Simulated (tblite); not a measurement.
Compound: CH12OSSi5.
Atom-mapped SMILES: `[OH:1][Si@H:2]1[S:3][CH2:4][SiH2:5][Si:6]1([SiH3:7])[SiH3:8]` (hydrogens: H9 on O1; H10 on Si2; H11, H12 on C4; H13, H14 on Si5; H15, H16, H17 on Si7; H18, H19, H20 on Si8)

Computed with GFN2-xTB (tblite), gas phase: L-BFGS steps from a force-field or distance-geometry start until the largest atomic force falls under 0.01 eV/Å.

Geometry at step 99:
```
atom  x, y, z in Å
O1     -0.6047   -2.3577    1.5805
Si2     0.4402   -1.1237    1.4107
S3      2.1532   -1.8418    0.3007
C4      2.7260   -0.2469   -0.3843
Si5     1.3934    0.6733   -1.4203
Si6    -0.5501    0.3387   -0.1178
Si7    -1.3128    2.2663    0.9677
Si8    -2.2685   -0.7931   -1.2503
H9     -0.3265   -3.2008    1.9421
H10     0.9638   -0.7798    2.7378
H11     3.6032   -0.4995   -0.9760
H12     3.0651    0.3518    0.4610
H13     1.8989    2.0448   -1.5647
H14     1.4007    0.0801   -2.7631
H15    -1.9073    1.9922    2.2788
H16    -2.3488    2.9203    0.1703
H17    -0.2658    3.2665    1.1890
H18    -3.0960   -1.6136   -0.3653
H19    -1.8097   -1.6645   -2.3351
H20    -3.1593    0.1980   -1.8648
```

Question: Give the atomic forces at this geometry.

Answer: 
```
atom  Fx (eV/Å)  Fy (eV/Å)  Fz (eV/Å)
  O1      0.037     -0.173      0.122
 Si2      0.001     -0.013      0.020
  S3      0.042     -0.004      0.002
  C4      0.003      0.002     -0.004
 Si5     -0.022     -0.020      0.021
 Si6      0.008     -0.003      0.039
 Si7      0.014     -0.013     -0.003
 Si8     -0.041      0.000     -0.025
  H9     -0.063      0.150     -0.118
 H10      0.014      0.002     -0.018
 H11     -0.020      0.007     -0.018
 H12     -0.011      0.030     -0.017
 H13      0.012     -0.002      0.006
 H14      0.017     -0.011      0.021
 H15      0.005      0.005     -0.003
 H16     -0.012      0.016     -0.020
 H17     -0.002      0.001      0.000
 H18      0.011      0.017      0.000
 H19      0.025      0.004      0.008
 H20     -0.021      0.005     -0.012
```

The largest, 0.21 eV/Å, acts on O1; the rms over all components is 0.041 eV/Å. The forces sum to zero within rounding, as they must for an isolated molecule in no field.

Question: Give the force on O1 in Eh/bohr and in nN.

Answer: 0.215 eV/Å ÷ 51.422 = 0.00418 Eh/bohr, and 0.215 eV/Å × 1.602 = 0.34 nN.

Question: How far is this geometry from the end of the optimisation?

Answer: 0.013 eV above it, and 0.147 Å rms away after alignment. The bonds farthest from their final lengths, with half the difference of the two atoms' forces along the bond (positive lengthens):

```tsv
bond	now (Å)	final (Å)	force along bond (eV/Å)
Si2–S3	2.164	2.168	+0.02
O1–H9	0.959	0.954	-0.20
C4–Si5	1.922	1.919	0.00
Si2–Si6	2.336	2.339	0.00
Si2–H10	1.468	1.466	-0.01
Si7–H16	1.462	1.464	+0.02
```

The angle farthest from its final value is Si5–Si6–Si7, 114.0° against 112.0°.

What follows is the cost of the whole relaxation. The run took 4.1 s on one thread, Arm Neoverse N1 (aarch64), shared host with 64 logical CPUs at a one-minute load of 62.
